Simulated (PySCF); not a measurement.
HfF₄, SMILES [F][Hf]([F])([F])[F], multiplicity 1.

Geometry: B3LYP-D3(BJ)/def2-SVP. The spin state was assumed, not searched. The isomer is the one that the SMILES or the coordinates give; other isomers of the formula were not compared. The def2 effective core potentials stand for the cores of Hf; spin–orbit coupling is left out.

Computed with PBE0/def2-TZVP (PySCF).

Isolated molecule, no solvent.

Computed frontier levels, gap, dipole moment and polarisability:
```json
{
  "highest_occupied_level": "-12.16 eV",
  "lowest_empty_level": "-0.96 eV",
  "orbital_gap": "11.20 eV",
  "dipole_moment": "0.00 D",
  "quadrupole, principal values (traceless, Buckingham form, about the centre of nuclear charge)": "0.00, 0.00, 0.00 D·Å",
  "mean_static_polarisability": "30.6 bohr³ (4.53 Å³)",
  "polarisability_principal_values": "30.6, 30.6, 30.6 bohr³"
}
```
